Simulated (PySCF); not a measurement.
SMILES C=C/N=C1/C(=O)C[C@@H]1N, C6H8N2O

Cartesian coordinates in Å; atom numbers follow the order of the lines, from 1:
```xyz
17

C     2.9126   -0.7178   -1.2041
C     1.6626   -0.5938   -0.7628
N     1.3340    0.4844    0.0260
C     0.1495    0.6928    0.4110
C    -0.4259    1.7275    1.3134
O    -0.0245    2.7391    1.8126
C    -1.7683    1.0078    1.3296
C    -1.2104   -0.0018    0.2804
N    -1.2077   -1.4147    0.5644
H     3.6563    0.0180   -0.9503
H     3.2128   -1.5418   -1.8267
H     0.8902   -1.3222   -1.0010
H    -1.9901    0.5623    2.2996
H    -2.6152    1.6163    1.0197
H    -1.6519    0.1445   -0.7106
H    -2.1507   -1.7872    0.5729
H    -0.7803   -1.6012    1.4654
```

Method used: PySCF 2.14.0, GIAO HF/pcSseg-1 magnetisability, rotational g tensor and spin-rotation constants, non-relativistic, gas phase. Geometry: GFN2-xTB.

Problem. Give the nuclear spin-rotation constants along the inertial axes (H = +C I·J) beside the isotropic shieldings.

Solution. Rotational constants 2.5272, 1.2209, 0.8540 GHz. A star marks the isotopologue with that one atom substituted, in its own axes.
```tsv
atom	isotope	Caa (kHz)	Cbb (kHz)	Ccc (kHz)	mean (kHz)	σ (ppm)
N3	14N	1.068	0.245	0.030	0.448	-174.3
N9	14N	0.117	0.054	0.035	0.069	226.4
H10	1H	-0.241	0.111	-0.094	-0.075	25.7
H11	1H	0.118	-0.068	-0.099	-0.016	26.1
H12	1H	-0.207	0.116	-0.083	-0.058	24.0
H13	1H	-0.208	-0.125	-0.010	-0.115	29.8
H14	1H	-0.080	-0.142	-0.030	-0.084	29.1
H15	1H	-0.290	-0.101	0.028	-0.121	28.3
H16	1H	-0.243	-0.011	-0.105	-0.120	30.8
H17	1H	-0.334	-0.138	0.007	-0.155	31.3
C1	13C*	0.908	0.517	0.119	0.514	57.4
C2	13C*	0.901	0.559	0.132	0.531	48.4
C4	13C*	1.103	0.516	0.207	0.609	20.5
C5	13C*	1.397	0.549	0.202	0.716	-11.3
O6	17O*	-1.994	-1.273	-0.031	-1.099	-367.7
C7	13C*	0.486	0.197	0.166	0.283	141.2
C8	13C*	0.443	0.223	0.148	0.271	144.1
```
For the geometry as given, no vibrational averaging.
